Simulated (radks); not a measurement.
Results of a calculation; reference values are marked as such.
Task: These are the eigenvalues of the occupied orbitals of an atom or ion with whole-number occupations (eV). Code: a radial shooting solver on a logarithmic mesh with Libxc functionals. Model: non-relativistic Kohn-Sham, BLYP, spin-polarised, spherical densities, point nucleus.

orbital  eigenvalue
1s up     -8820.123
1s down   -8820.121
2s up     -1113.525
2s down   -1111.376
2p up     -985.1243
2p down   -983.5283
3s up     -181.5202
3s down   -177.5550
3p up     -141.2316
3p down   -137.3272
3d up      -72.9303
3d down    -69.1397

Which element is it, and in what charge state? The configuration may be excited. Open shells, if any, are filled with parallel spins first.

Result: Z = 29, copper, charge +4: Cu4+ in [Ar] 3d7. The list shows which subshells hold electrons but not how many an open one holds; the 1s level, -324.13 hartree, gives Z - s = 25.5 by -(Z - s)^2/2, which with screening narrows Z to a few neighbours, and the depths of the outer levels then fix element, charge and occupations together.
